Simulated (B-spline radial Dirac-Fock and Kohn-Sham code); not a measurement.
**Tm²⁺ in Watson spheres of different radius**

Method: Dirac-Fock ΔSCF + Breit + QED. Computed with a radial atomic solver. The ion, [Xe] 4f13, sits in a hollow sphere of charge Q = -2, a simple model of the Madelung potential. Inside the sphere an electron's potential energy is raised by the constant 14.40·|Q|/R eV, so binding energies fall by about that much as long as the orbitals stay inside.

```
radius (Å)  14.40 |Q|/R (eV)  1s (eV)  2s (eV)  2p1/2 (eV)  2p3/2 (eV)  3s (eV)  3p1/2 (eV)  3p3/2 (eV)  3d3/2 (eV)  3d5/2 (eV)  4s (eV)  4p1/2 (eV)  4p3/2 (eV)  4d3/2 (eV)  4d5/2 (eV)  4f (eV)  5s (eV)  5p1/2 (eV)  5p3/2 (eV)
       1.6             18.00  59384.2  10119.4      9614.7      8645.6   2309.6      2089.2      1881.6      1510.5      1466.2    472.4       383.1       336.6       189.6       181.1     3.12    59.02       32.47       26.73
       2.7             10.67  59391.4  10126.6      9621.9      8652.8   2316.8      2096.4      1888.8      1517.8      1473.4    479.6       390.3       343.8       196.8       188.4    10.33    66.25       39.70       33.96
```

From the smallest to the largest radius 1s moves by +7.2 eV, while the constant potential alone would give +7.3 eV; the difference comes from charge outside the sphere and its screening.
